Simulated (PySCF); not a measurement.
hex-3-yne (C6H10), SMILES CCC#CCC.

Coordinates come from a B3LYP-D3(BJ)/def2-SVP optimisation.

Calculation: PySCF with TDDFT-PBE0/def2-SVPD.

Vertical excitations. Gas-phase values at a fixed geometry. State labels are in the subgroup C2v.

```json
[
 {"state": "S1", "symmetry": "A2", "energy (eV)": "6.34", "λ (nm)": "196", "f": "0.000", "main pairs": "HOMO→LUMO+1 74 %, HOMO→LUMO+5 12 %"},
 {"state": "S2", "symmetry": "B1", "energy (eV)": "6.63", "λ (nm)": "187", "f": "0.021", "main pairs": "HOMO−1→LUMO+1 57 %, HOMO→LUMO+2 34 %"},
 {"state": "S3", "symmetry": "B2", "energy (eV)": "6.64", "λ (nm)": "187", "f": "0.006", "main pairs": "HOMO→LUMO 97 %"},
 {"state": "S4", "symmetry": "A2", "energy (eV)": "6.76", "λ (nm)": "183", "f": "0.000", "main pairs": "HOMO−1→LUMO+2 88 %"},
 {"state": "S5", "symmetry": "A1", "energy (eV)": "6.76", "λ (nm)": "183", "f": "0.022", "main pairs": "HOMO−1→LUMO 96 %"},
 {"state": "S6", "symmetry": "B1", "energy (eV)": "7.51", "λ (nm)": "165", "f": "0.195", "main pairs": "HOMO−1→LUMO+1 35 %, HOMO→LUMO+2 25 %, HOMO−1→LUMO+4 24 %, HOMO−1→LUMO+5 16 %"},
 {"state": "S7", "symmetry": "A2", "energy (eV)": "7.59", "λ (nm)": "163", "f": "0.000", "main pairs": "HOMO→LUMO+4 61 %, HOMO→LUMO+5 24 %, HOMO→LUMO+1 14 %"},
 {"state": "S8", "symmetry": "B2", "energy (eV)": "7.66", "λ (nm)": "162", "f": "0.003", "main pairs": "HOMO→LUMO+3 97 %"},
 {"state": "S9", "symmetry": "A1", "energy (eV)": "7.79", "λ (nm)": "159", "f": "0.019", "main pairs": "HOMO−1→LUMO+3 97 %"},
 {"state": "S10", "symmetry": "B1", "energy (eV)": "8.19", "λ (nm)": "151", "f": "0.116", "main pairs": "HOMO−1→LUMO+4 68 %, HOMO−1→LUMO+5 22 %"},
 {"state": "T1", "symmetry": "B1", "energy (eV)": "5.28", "λ (nm)": "235", "f": "0", "main pairs": "HOMO→LUMO+2 40 %, HOMO−1→LUMO+1 29 %, HOMO−1→LUMO+5 16 %, HOMO−1→LUMO+4 6 %"},
 {"state": "T2", "symmetry": "A2", "energy (eV)": "5.75", "λ (nm)": "216", "f": "0", "main pairs": "HOMO→LUMO+1 44 %, HOMO−1→LUMO+2 29 %, HOMO→LUMO+5 16 %"},
 {"state": "T3", "symmetry": "B1", "energy (eV)": "5.78", "λ (nm)": "214", "f": "0", "main pairs": "HOMO→LUMO+2 50 %, HOMO−1→LUMO+1 27 %, HOMO−1→LUMO+5 11 %"},
 {"state": "T4", "symmetry": "A2", "energy (eV)": "6.47", "λ (nm)": "192", "f": "0", "main pairs": "HOMO−1→LUMO+2 63 %, HOMO→LUMO+1 29 %"}
]
```
Triplets are in the Tamm–Dancoff approximation, which puts them higher than full response would, so one can lie above its singlet here.
